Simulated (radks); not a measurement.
Problem. The mean radii <r> (bohr) of the occupied orbitals of an atom or ion are listed with their occupations. All-electron calculation, scalar-relativistic Kohn-Sham, PBEsol, spin-unpolarised, spherical densities, finite nucleus; Fermi nuclear charge, rms radius of each element as measured or else 0.836 A^(1/3) + 0.57 fm. Program: a radial shooting solver on a logarithmic mesh with Libxc functionals.

orbital  occ.      <r>
1s          2  0.04031
2s          2   0.1779
2p          6   0.1552
3s          2   0.5110
3p          6   0.5191
3d         10   0.5255
4s          2    1.455
4p          6    1.726
5s          1    5.249

Name the element and its charge.

Solution. Z = 37, rubidium, charge 0: Rb in [Kr] 5s1. The 1s radius gives Z: for a bare nucleus <r> = (2 gamma + 1)/(2Z) with gamma = sqrt(1 - (Z/c)^2), 0.03954 bohr for Z = 37, and screening makes it slightly larger (0.04031 here). The occupations add up to 37, and the charge is Z minus that.
